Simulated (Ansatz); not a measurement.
def2 core potentials replace the inner electrons of Sn.

Z-matrix (Å, degrees):
```
C
C 1 1.3337
H 2 1.0971 1 120.71
H 1 1.0985 2 120.28 3 180.00
H 2 1.0998 3 117.01 1 -180.00
Sn 1 2.1768 4 116.11 2 179.99
Cl 6 2.5122 1 94.98 4 56.84
Cl 6 2.5123 1 94.97 4 -56.81
Cl 6 2.5488 1 95.37 4 180.00
```
Charge -1, spin multiplicity 2.

Level of theory: frozen-core CCSD(T)/def2-TZVPP // PBE0-D3(BJ)/def2-SVP (Ansatz, a first-principles code).

The HF energy comes out as -1669.56385 Ha and the MP2 correlation energy is -1.20862 Ha.

**Question.** Estimate the CCSD correlation energy, the (T) correction, the total energy and the T1 diagnostic.

**Answer.** 
| Property | Result |
|---|---|
| CCSD correlation energy | -1.26391 Ha |
| (T) correction | -0.05446 Ha |
| CCSD(T) total energy | -1670.88222 Ha |
| T1 diagnostic | 0.017 |
